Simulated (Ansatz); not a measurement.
Reaction (isomerisation): `C1[O][GeH2][O]1` → `C[O][Ge][OH]`

Isolated molecules relaxed with PBE0-D4/def2-TZVP in Ansatz; ΔE leaves out vibrations. CCSD(T)/CBS is the MP2 limit (def2-TZVPP, def2-QZVPP) plus CCSD(T) − MP2 in def2-TZVPP, frozen cores. DFT in def2-TZVPP. B3LYP here is the variant with VWN-RPA as its local correlation; programs differ in this. For Ge outer-core shells are correlated without core-valence functions, which leaves a few kJ/mol of doubt a bond. Scalar relativity is left out up to krypton. One conformer a species, not always the lowest.

`C1[O][GeH2][O]1`:

```xyz
8

C     0.831   -0.748   -0.158
O     0.938    0.666   -0.033
Ge   -0.846    0.762    0.161
O    -0.566   -1.002   -0.038
H     1.385   -1.250    0.645
H     1.200   -1.078   -1.137
H    -1.339    1.203    1.549
H    -1.602    1.447   -0.989
```

`C[O][Ge][OH]`:

Z-matrix (Å, degrees):
```
C
O 1 1.412
H 1 1.094 2 109.1
H 1 1.092 2 112.3 3 121.0
H 1 1.094 2 109.1 3 -118.0
Ge 2 1.769 1 128.1 3 -120.1
O 6 1.800 2 97.8 1 0.0
H 7 0.961 6 112.9 2 -179.9
```

```csv
level,ΔE (kJ/mol),difference from CCSD(T)/CBS
r2SCAN-D4,-128.2,5.0
PBE0-D4,-125.1,8.1
B3LYP-D4,-153.3,-20.1
ωB97X-V,-118.5,14.7
B2PLYP,-140.3,-7.1
r2SCAN,-128.1,5.1
PBE0,-124.7,8.5
B3LYP,-152.8,-19.6
HF/def2-TZVPP,-116.2,17.0
MP2/def2-TZVPP,-117.5,15.7
SCS-MP2/def2-TZVPP,-117.5,15.7
CCSD/def2-TZVPP,-117.2,16.0
MP2/def2-QZVPP,-126.6,6.6
SCS-MP2/def2-QZVPP,-124.9,8.3
HF/CBS(def2),-117.0,16.2
MP2/CBS(def2),-133.0,0.2
CCSD(T)/CBS,-133.2,0
```

Largest T1 diagnostic among the species: 0.015.

From PBE to PBE0 (25 % exact exchange), in def2-TZVPP and without D4, ΔE moves by +16.3 kJ/mol.
